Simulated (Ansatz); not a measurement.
Consider the substitution at a C–O bond: `CO[SiH](C)N` + `[CH3][GeH2][SeH]` → `[CH3][GeH2][Se]C` + `C[SiH](N)O`.

Gas-phase electronic energies from Ansatz, PBE0-D4/def2-TZVP geometries. CCSD(T)/CBS adds triple-zeta CCSD(T) − MP2 to the extrapolated MP2 energy (def2 sets, frozen cores). Functionals use def2-TZVPP. B3LYP here is the variant with VWN-RPA as its local correlation; programs differ in this. For Ge, Se outer-core shells are correlated without core-valence functions, which leaves a few kJ/mol of doubt a bond. Scalar relativity is left out up to krypton. One conformer a species, not always the lowest.

| level | ΔE (kJ/mol) | difference from CCSD(T)/CBS |
| --- | --- | --- |
| PBE-D4 | -47.9 | 3.9 |
| PBE0-D4 | -47.2 | 4.6 |
| B3LYP-D4 | -43.7 | 8.1 |
| r2SCAN0-D4 | -46.6 | 5.2 |
| ωB97M-V | -45.8 | 6.0 |
| PBE-QIDH | -49.9 | 1.9 |
| MP2/def2-SVP | -33.0 | 18.8 |
| CCSD/def2-TZVPP | -46.9 | 4.9 |
| HF/def2-QZVPP | -33.8 | 18.0 |
| MP2/def2-QZVPP | -58.4 | -6.6 |
| CCSD(T)/CBS | -51.8 | 0 |

**Question.** What do rigid-rotor, harmonic-oscillator terms from PBE0-D4/def2-TZVP frequencies (298.15 K, 1 bar) make of the CCSD(T)/CBS value? (Best estimate.)

**Answer.** Ansatz gave: ΔZPE = +4.3 kJ/mol, ΔH = -47.5 kJ/mol, ΔS = -2 J/(mol·K), ΔG = -46.7 kJ/mol. Modes under 50 cm⁻¹ make the entropy rough.

Largest T1 diagnostic among the species: 0.010.

Leaving LDA and LC-ωPBE aside and taking each functional with its dispersion term where it has one, the values, not all of them listed here, spread over 9.9 kJ/mol, from PBE-QIDH to CAM-B3LYP-D4. LDA lies +4.6 kJ/mol from PBE without D4. At CCSD(T), def2-SVP lies +27.3 kJ/mol from the extrapolated value and def2-TZVPP +2.9 kJ/mol.

CCSD(T)/CBS has its own doubt, a few kJ/mol and more with outer-core shells, so smaller differences from it don't rank the levels.
